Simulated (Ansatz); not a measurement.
Al7. Charge 0, multiplicity 2. Geometry r2SCAN-D4/def2-SVP; atoms count from 1.

```xyz
7

Al    1.793    1.188    0.249
Al   -0.850   -1.575   -2.136
Al   -2.090   -0.003   -0.558
Al    0.808    0.356   -1.975
Al    0.240   -0.953    0.251
Al   -1.106    0.830    1.666
Al    1.205    0.157    2.504
```

Another isomer (doublet) lies 1.28 eV lower at PBE0-D4/def2-TZVP; other spin states weren't run for this one.

Question: Estimate the Mulliken populations from the PBE0/def2-TZVP orbitals of Ansatz.

Answer: 
```
atom  charge (e)  spin (α − β)
 Al1        0.01          0.23
 Al2        0.01         -0.01
 Al3        0.01          0.22
 Al4        0.01          0.22
 Al5       -0.06          0.14
 Al6        0.01          0.23
 Al7        0.01         -0.03
```
Mulliken values depend strongly on the basis.

Question: Where does the spin sit?

Answer: Summed by element: Al 1.00, of 1 unpaired in all. Largest on single atoms: Al1 0.23, Al6 0.23, Al3 0.22.

Question: And the Mayer bond orders between heavy atoms (over 0.3)?

Answer: Al1–Al4 0.75 (2.57 Å); Al1–Al5 0.54 (2.65 Å); Al1–Al7 0.77 (2.55 Å); Al2–Al3 0.77 (2.55 Å); Al2–Al4 0.77 (2.55 Å); Al2–Al5 0.57 (2.70 Å); Al3–Al4 0.30 (3.25 Å); Al3–Al5 0.54 (2.64 Å); Al3–Al6 0.75 (2.57 Å); Al4–Al5 0.54 (2.64 Å); Al5–Al6 0.54 (2.65 Å); Al5–Al7 0.58 (2.69 Å); Al6–Al7 0.77 (2.55 Å).
